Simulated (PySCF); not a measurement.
Isomers of C8H10SSi.

All values: PBE0/pcSseg-1 (PySCF) at GFN2-xTB geometries, gas phase, one conformer each.

Question: Rank by the highest Hirshfeld charge on any atom, lowest value first.
A. `[CH3:1][C:2](=[S:3])[C:4]1=[CH:5][C@@:6]2([SiH3:7])[CH:8]=[CH:9][C@@H:10]12` with C1–C2–C4–C5 -178°
B. `[CH:1]#[C:2][C:3](=[C:4]=[S:5])[SiH2:6][CH:7]1[CH2:8][CH2:9][CH2:10]1` with C2–C3–Si6–C7 57°, C3–Si6–C7–C8 -172°, Si6–C7–C8–C9 131°, C7–C8–C9–C10 -10°, C8–C9–C10–C7 10°, Si6–C7–C10–C9 -129°
C. `[CH2:1]=[C:2]=[C:3]([C:4]#[C:5][SiH2:6][CH3:7])[C:8]([CH3:9])=[S:10]` with C2–C3–C8–C9 -179°

Answer: A (+0.314 e), B (+0.353 e), C (+0.366 e).

Question: Rank by the lowest IAO charge on any atom, highest value first.
A. `[CH:1]#[C:2][C:3](=[C:4]=[S:5])[SiH2:6][CH:7]1[CH2:8][CH2:9][CH2:10]1` with C2–C3–Si6–C7 57°, C3–Si6–C7–C8 -172°, Si6–C7–C8–C9 131°, C7–C8–C9–C10 -10°, C8–C9–C10–C7 10°, Si6–C7–C10–C9 -129°
B. `[CH2:1]=[C:2]=[C:3]([C:4]#[C:5][SiH2:6][CH3:7])[C:8]([CH3:9])=[S:10]` with C2–C3–C8–C9 -179°
C. `[CH3:1][C:2](=[S:3])[C:4]1=[CH:5][C@@:6]2([SiH3:7])[CH:8]=[CH:9][C@@H:10]12` with C1–C2–C4–C5 -178°
D. `[CH:1]1=[CH:2][C@H:3]([c:4]2[cH:5][cH:6][cH:7][s:8]2)[SiH2:9][CH2:10]1` with C2–C3–C4–C5 -35°

Answer: A (-0.389 e), C (-0.433 e), D (-0.551 e), B (-0.715 e).

Question: Rank by LUMO energy, highest first.
A. `[CH2:1]=[C:2]=[C:3]([C:4]#[C:5][SiH2:6][CH3:7])[C:8]([CH3:9])=[S:10]` with C2–C3–C8–C9 -179°
B. `[CH:1]#[C:2][C:3](=[C:4]=[S:5])[SiH2:6][CH:7]1[CH2:8][CH2:9][CH2:10]1` with C2–C3–Si6–C7 57°, C3–Si6–C7–C8 -172°, Si6–C7–C8–C9 131°, C7–C8–C9–C10 -10°, C8–C9–C10–C7 10°, Si6–C7–C10–C9 -129°
C. `CC(=S)C#CC1=C[SiH2][C@@H]1C`
D. `[CH:1]1=[CH:2][C@H:3]([c:4]2[cH:5][cH:6][cH:7][s:8]2)[SiH2:9][CH2:10]1` with C2–C3–C4–C5 -35°

Answer: D (-0.30 eV), B (-2.22 eV), A (-2.58 eV), C (-3.00 eV).

All values together:

```tsv
SMILES	μ (D)	HOMO (eV)	LUMO (eV)	lowest IAO charge (e)	highest IAO charge (e)	lowest Hirshfeld charge (e)	highest Hirshfeld charge (e)
C#CC(=C=S)[SiH2]C1CCC1	1.93	-6.37	-2.22	-0.389 (C)	+0.803 (Si)	-0.116 (C)	+0.353 (Si)
C=C=C(C#C[SiH2]C)C(C)=S	2.94	-6.28	-2.58	-0.715 (C)	+0.793 (Si)	-0.207 (C)	+0.366 (Si)
C1=C[C@H](c2cccs2)[SiH2]C1	1.11	-6.28	-0.30	-0.551 (C)	+0.757 (Si)	-0.162 (C)	+0.349 (Si)
CC(=S)C1=C[C@@]2([SiH3])C=C[C@@H]12	3.26	-6.16	-2.58	-0.433 (C)	+0.604 (Si)	-0.147 (S)	+0.314 (Si)
CC(=S)C#CC1=C[SiH2][C@@H]1C	3.04	-6.42	-3.00	-0.428 (C)	+0.734 (Si)	-0.122 (C)	+0.348 (Si)
```

Conformers: `[CH:1]#[C:2][C:3](=[C:4]=[S:5])[SiH2:6][CH:7]1[CH2:8][CH2:9][CH2:10]1` with C2–C3–Si6–C7 57°, C3–Si6–C7–C8 -172°, Si6–C7–C8–C9 131°, C7–C8–C9–C10 -10°, C8–C9–C10–C7 10°, Si6–C7–C10–C9 -129°; `[CH2:1]=[C:2]=[C:3]([C:4]#[C:5][SiH2:6][CH3:7])[C:8]([CH3:9])=[S:10]` with C2–C3–C8–C9 -179°; `[CH:1]1=[CH:2][C@H:3]([c:4]2[cH:5][cH:6][cH:7][s:8]2)[SiH2:9][CH2:10]1` with C2–C3–C4–C5 -35°; `[CH3:1][C:2](=[S:3])[C:4]1=[CH:5][C@@:6]2([SiH3:7])[CH:8]=[CH:9][C@@H:10]12` with C1–C2–C4–C5 -178°.
